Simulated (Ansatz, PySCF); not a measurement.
Process, species as SMILES: ClI + [H][H] (H2) → Cl (HCl) + I (HI)
Structures are relaxed separately at B3LYP-D3(BJ)/def2-TZVP in Ansatz (a first-principles code).
Geometry of the first species:
SMILES: ICl
```xyz
2

Cl     0.0000     0.0000    -1.7753
I      0.0000     0.0000     0.5694
```
Charge 0, spin multiplicity 1.

Wanted: energy of full hydrogenation (enthalpy at 298 K, with B3LYP-D3(BJ) rigid-rotor harmonic-oscillator terms from PySCF), in kcal/mol. Correlated levels leave the core frozen unless marked. Spin-orbit coupling is left out. Frozen are the shells of the preceding noble gas and the d and f shells that filled before the atom's block. In def2 rows, elements after Kr have scalar-relativistic effective core potentials. CBS(X,Y): correlation extrapolated as X^-3; Hartree-Fock from the larger set.

| level | program | energy of full hydrogenation (kcal/mol) |
|---|---|---|
| HF/def2-TZVPP | Ansatz | -26.7 |
| HF-D3(BJ)/def2-TZVPD | PySCF + dftd3 | -22.4 |
| HF-D4/def2-TZVPD | PySCF + dftd4 | -24.1 |
| PBE-D3(BJ)/def2-TZVPD | Ansatz + dftd3 | -19.2 |
| revPBE-D3(BJ)/def2-TZVPD | Ansatz + dftd3 | -18.3 |
| TPSS/def2-TZVPD | PySCF | -16.6 |
| PBE0/def2-SVP | Ansatz | -25.8 |
| PBE0/def2-QZVPP | Ansatz | -22.0 |
| r2SCANh/def2-TZVPD | Ansatz | -22.0 |
| PW6B95/def2-TZVPD | PySCF | -20.4 |
| MN15-D3(BJ)/def2-TZVPD | PySCF + dftd3 | -20.7 |
| CAM-B3LYP-D3(BJ)/def2-TZVPD | Ansatz + dftd3 | -22.2 |
| wB97M-V/def2-TZVPD | Ansatz | -21.8 |
| MP2/def2-SVP | Ansatz | -28.6 |
| MP2/CBS(def2-TZVPPD,def2-QZVPPD) | Ansatz | -21.2 |
| RI-MP2/CBS(def2-TZVPP,def2-QZVPP) | Ansatz | -21.1 |
| SCS-MP2/def2-TZVPP | Ansatz | -23.2 |
| CCSD/def2-QZVPP | Ansatz | -23.2 |
| CCSD(T)/def2-SVP | Ansatz | -28.0 |
| CCSD(T)/def2-TZVPPD | Ansatz | -23.8 |
| CCSD(T)/CBS(def2-TZVPPD,def2-QZVPPD) | Ansatz | -21.5 |
